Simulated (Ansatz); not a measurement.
`[F][Ti]([F])([Cl])[Cl]` + H₂O → `[OH][Ti]([F])([Cl])[Cl]` + H–F at 298.15 K and 1 bar (formal hydrolysis of a Ti–F bond).

Program: Ansatz. Geometries: PBE0-D4/def2-TZVP. ΔE: electronic, gas phase. CBS: MP2 limit from def2 TZ/QZ plus the TZ coupled-cluster correction, frozen cores. This one scheme is used for every species. For Ti outer-core shells are correlated without core-valence functions, which leaves a few kJ/mol of doubt a bond. Scalar relativity is left out up to krypton. Each species was taken in one conformer, which may not be the lowest.

```tsv
species	CCSD(T)/CBS energy (Eh)	H − E (kJ/mol)	S (J/(mol·K))
`[F][Ti]([F])([Cl])[Cl]`	-1968.32938	40.0	344.7
H₂O	-76.37941	66.4	188.7
`[OH][Ti]([F])([Cl])[Cl]`	-1944.30161	69.0	371.4
H–F	-100.39570	33.5	173.6
```

H − E and S are ideal-gas, rigid-rotor, harmonic terms from PBE0-D4/def2-TZVP, for one conformer and one mirror image of each species. 1 Eh = 2625.50 kJ/mol, R = 8.31446 J/(mol·K).

Problem. By hand: ΔE, ΔH, ΔS and ΔG.

Solution. ΔE = (-1944.30161) + (-100.39570) − (-1968.32938) − (-76.37941) = 0.01148 Eh = 30.1 kJ/mol. Δ(H − E) = 69.0 + 33.5 − 40.0 − 66.4 = -3.9, so ΔH = 26.2 kJ/mol. ΔS = 371.4 + 173.6 − 344.7 − 188.7 = 11.6 J/(mol·K). ΔG = 26.2 − 298.15 × (11.6)/1000 = 22.7 kJ/mol.

Problem. By hand: the equilibrium constant, and the temperature at which ΔG would vanish if ΔH and ΔS stayed fixed.

Solution. log₁₀ K = −ΔG/(RT ln 10) = -4.0. ΔG = 0 at ΔH/ΔS = 2259 K, though so small a ΔS makes that figure unsure.

The number of gas molecules stays the same, so ΔS is small and ΔH decides. A doubt of 5 kJ/mol in ΔE shifts log₁₀ K by 0.9 here. Other conformers and mirror images would add mixing entropy, several J/(mol·K) or more a flexible species. These are equilibria of isolated gas molecules and say nothing of rates. Largest T1 diagnostic: 0.024 (customary marks: 0.02 for closed shells, 0.045 for open ones).
